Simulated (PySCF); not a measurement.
# TDDFT excited states: C5H3F6NO2

(CF3CO)2NCH3, C5H3F6NO2.
SMILES: `FC(F)(F)C(N(C(C(F)(F)F)=O)C)=O`

Method: TDDFT CAM-B3LYP/def2-SVPD, vertical, gas phase, core orbitals frozen in the response in PySCF 2.14.0, density-fitted response routines. Isolated species at its PBE0-D3(BJ)/def2-SVP geometry (one conformer only). Torsions of this conformer, `[CH3:1][N:2]([C:3](=[O:4])[C:5]([F:6])([F:7])[F:8])[C:9](=[O:10])[C:11]([F:12])([F:13])[F:14]`: C1–N2–C3–O4 10°, N2–C3–C5–F6 -89°, C1–N2–C9–O10 -157°, N2–C9–C11–F12 -67°.

```csv
state,E (eV),λ (nm),f,"main configurations (H = HOMO, L = LUMO)"
S1,4.80,258.5,0.0013,"H-1→L (83%), H-2→L+1 (10%)"
S2,5.06,244.8,0.0067,"H-2→L (58%), H-1→L+1 (18%), H→L (18%)"
S3,5.98,207.3,0.187,"H→L (78%), H-2→L (16%)"
S4,7.55,164.2,0.0043,"H-1→L+1 (67%), H-2→L (20%)"
S5,7.59,163.4,0.055,H→L+1 (82%)
S6,7.92,156.5,0.016,"H-2→L+1 (80%), H-1→L (9%)"
S7,8.36,148.3,0.015,H→L+2 (88%)
S8,8.66,143.2,0.0051,"H-1→L+2 (57%), H-3→L (16%)"
S9,8.66,143.1,0.016,"H-3→L (45%), H-1→L+2 (21%)"
S10,9.00,137.8,0.011,"H-2→L+2 (48%), H-8→L (11%), H-1→L+4 (9%)"
```

Triplets (Tamm–Dancoff): T1 4.27 eV, H-1→L (74%), H-2→L+1 (12%); T2 4.39 eV, H→L (71%); T3 4.65 eV, H-2→L (65%), H-1→L+1 (16%), H→L (14%); T4 5.74 eV, H→L+1 (64%), H-4→L (12%).

The lowest singlet comes at 258 nm (463 kJ/mol) in the ultraviolet; it is very weak; its leading configuration is HOMO-1→LUMO (83%). The strongest level in the table is S3 at 5.98 eV (207 nm, f = 0.187). S8/S9 lie within about 0.01 eV of each other. Löwdin shares by element: HOMO nitrogen 38%, oxygen 36%, carbon 8% or more (atoms not listed hold the other 18%); LUMO carbon 40% or more, oxygen 38% (atoms not listed hold the other 22%). Of the 10 states listed, 6 reach f = 0.01 and none stays under 0.0005. The listed states span 4.20 eV, and the widest gap between neighbours is 1.57 eV (S3 to S4). Orbital energies (eV): HOMO-3 -13.54, HOMO-2 -11.12, HOMO-1 -10.68, HOMO -10.55, LUMO -1.41, LUMO+1 0.33, LUMO+2 0.81. Singlets were solved by full linear response, triplets in the Tamm–Dancoff approximation.

Time: 99 s wall, 3.7 min CPU (with the writing of density and orbital grids); peak memory 2.1 GiB. Hardware: an AMD EPYC 9R14 with 2 threads (shared host).
